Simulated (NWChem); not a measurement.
System: GaH$_{3}$S; SMILES [GaH2][SH]

All runs: NWChem. The geometry was optimised at PBE0/def2-SVP. B3LYP is NWChem's, with the RPA form of VWN correlation. Ions are spin-unrestricted doublets at the neutral geometry; other ion states weren't tried.

For level PBE/def2-SVP:

```
Item           Value
-------------  -----
−ε(HOMO) (eV)   6.46
```

Task: What are these values for level B3LYP/def2-SVP?

Result: 
| Item | Value |
|---|---|
| −ε(HOMO) (eV) | 7.34 |
